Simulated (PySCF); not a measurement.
Several species in one continuum solvent.

All values: PBE0/def2-SVPD (PySCF, non-relativistic), each on one gas-phase PBE0-D3(BJ)/def2-SVP geometry that isn't relaxed in the solvent. The solvent is an IEF-PCM continuum (cavity from Bondi-type radii × 1.2). The model holds no explicit solvent molecules, cavitation or dispersion.

Question: Order them by E(solvent) − E(gas) in acetonitrile (ε = 35.69), most negative first (kJ/mol).
A. `[Cl][Sc]`
B. `[CH3:1][C@@H:2]1[CH2:3][O:4][CH2:5][C@H:6]([CH3:7])[O:8]1` with C1–C2–C3–O4 -176°, C2–C3–O4–C5 57°, C3–O4–C5–C6 -57°, O4–C5–C6–C7 176°
C. `[CH3:1][CH:2]([CH3:3])[O:4][CH:5]1[CH2:6][O:7][CH2:8]1` with C1–C2–O4–C5 -67°, C2–O4–C5–C6 -169°, O4–C5–C6–O7 -128°, C5–C6–O7–C8 9°, C6–O7–C8–C5 -9°, O4–C5–C8–O7 123°

Answer: A (-29.6), C (-22.0), B (-19.6).

```tsv
SMILES	charge	ΔE (kJ/mol)	polarisation term (kJ/mol)	HOMO shift (eV)	dipole gas (D)	dipole solvent (D)	atoms	lowest singlet, gas (eV)	lowest singlet, solvent (eV)
[Cl][Sc]	0	-29.6	-47.6	+0.72	2.90	5.96	2	0.24	0.25
CC(C)OC1COC1	0	-22.0	-26.0	-0.09	2.60	3.43	20	6.88	6.88
C[C@@H]1COC[C@H](C)O1	0	-19.6	-22.5	-0.03	0.30	0.22	20	6.65	6.78
```

The polarisation term is half the interaction of the solute with the induced surface charges. Singlets are vertical TDDFT energies (frozen core, non-equilibrium response), the lowest in each medium.
